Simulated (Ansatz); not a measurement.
Geometry optimisation, RKS BLYP/6-31G* in Ansatz 0.2.0.

Input:

```yaml
crystal:
  periodic: [false, false, false]
  atoms:
    - { symbol: B, position_ang: [-0.036362, -0.003512, 0.078059] }
    - { symbol: H, position_ang: [-0.325517, -0.721016, 0.985422] }
    - { symbol: F, position_ang: [1.111408, 0.7834, 0.223542] }
    - { symbol: O, position_ang: [-0.623916, 0.069343, -1.133719] }
    - { symbol: H, position_ang: [-1.411771, -0.507172, -1.203804] }
    - { symbol: O, position_ang: [-0.789779, 1.474241, 2.083994] }
    - { symbol: Al, position_ang: [0.879996, 2.052509, 1.962422] }
    - { symbol: H, position_ang: [2.000278, 1.362734, 2.872672] }
    - { symbol: H, position_ang: [1.026222, 3.500285, 1.319897] }
    - { symbol: H, position_ang: [-0.83786, 0.508788, 2.307414] }
basis:
  gaussian: { orbitals: "6-31G*" }
hamiltonian:
  xc: blyp
relax:
  f_tol: 0.03
  max_steps: 50
```

Launched with:

```bash
$ ansatz run input.yaml --threads 2 --pin off --max-ram 3072MiB --backend cpu --events-out ev --progress --plain --runs-dir out
```

Q: Where does it end, and by what steps?

A: The run converged. After 32 steps the energy has fallen by 0.868 eV; F3 moved furthest, 0.90 Å. Parted: B1–F3. Joined: B1–O6.

| step | energy less start (eV) | largest force component (eV/Å) | accepted |
| --- | --- | --- | --- |
| 0 | 0.0000 | 0.829 | yes |
| 2 | -0.1142 | 1.447 | yes |
| 4 | -0.2141 | 0.239 | yes |
| 6 | -0.3841 | 1.159 | yes |
| 8 | -0.4433 | 2.123 | no |
| 10 | -0.6511 | 0.531 | yes |
| 12 | -0.6952 | 0.457 | yes |
| 14 | -0.7351 | 0.243 | yes |
| 16 | -0.7717 | 0.476 | yes |
| 18 | -0.7983 | 0.351 | yes |
| 20 | -0.6704 | 1.601 | no |
| 22 | -0.8435 | 0.259 | yes |
| 24 | -0.8529 | 0.097 | yes |
| 26 | -0.8624 | 0.148 | yes |
| 28 | -0.8654 | 0.152 | yes |
| 30 | -0.8672 | 0.052 | yes |
| 32 | -0.8676 | 0.030 | yes |

```xyz
10
Properties=species:S:1:pos:R:3
B -0.750 -0.039 0.558
H -0.768 -1.223 0.750
F 1.961 0.869 0.496
O -0.984 0.575 -0.624
H -1.067 -0.057 -1.366
O -0.529 0.845 1.650
Al 1.210 1.986 1.534
H 1.559 1.808 3.095
H 0.816 3.396 0.902
H -0.454 0.361 2.500
```

The run took 22 s on 2 threads of AMD EPYC 9R45 96-Core Processor (Zen 5), with other jobs on the host, peak memory 0.17 GiB.
